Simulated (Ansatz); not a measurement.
One change: `[CH3][W]([CH3])(=[O])=[S]` becomes `[CH3][W](=[O])([F])=[S]`.

Ansatz, PBE0-D4/def2-TZVP geometries, multiplicity 1. 

Elements past krypton have def2 core potentials.

```json
{"property": "LUMO energy (PBE/def2-TZVPP) / eV", "`[CH3][W]([CH3])(=[O])=[S]`": "-3.47"}
{"property": "LUMO energy (B3LYP/def2-TZVPP) / eV", "`[CH3][W]([CH3])(=[O])=[S]`": "-2.93"}
{"property": "HOMO energy (B3LYP/def2-TZVPP) / eV", "`[CH3][W]([CH3])(=[O])=[S]`": "-7.31"}
{"property": "HOMO energy (PBE/def2-TZVPP) / eV", "`[CH3][W]([CH3])(=[O])=[S]`": "-6.36"}
{"property": "HOMO–LUMO gap (PBE0/def2-TZVPP) / eV", "`[CH3][W]([CH3])(=[O])=[S]`": "4.82"}
{"property": "LUMO energy (PBE0/def2-TZVPP) / eV", "`[CH3][W]([CH3])(=[O])=[S]`": "-2.73"}
```

(1) Give the same properties after the change, and the shifts. (Estimate.)

## Answers

(1) Computed: 
| property | `[CH3][W](=[O])([F])=[S]` | shift |
| --- | --- | --- |
| LUMO energy (PBE/def2-TZVPP) / eV | -3.64 | -0.17 |
| LUMO energy (B3LYP/def2-TZVPP) / eV | -3.10 | -0.17 |
| HOMO energy (B3LYP/def2-TZVPP) / eV | -7.67 | -0.36 |
| HOMO energy (PBE/def2-TZVPP) / eV | -6.67 | -0.31 |
| HOMO–LUMO gap (PBE0/def2-TZVPP) / eV | 5.01 | 0.19 |
| LUMO energy (PBE0/def2-TZVPP) / eV | -2.90 | -0.17 |

With PBE0 the HOMO falls by 0.36 eV and the LUMO falls by 0.17 eV, so the gap widens by about 0.19 eV. PBE moves the HOMO by -0.31 eV and ωB97M-V by -0.35 eV.

B3LYP here is the variant with VWN-RPA as its local correlation; programs differ in this.
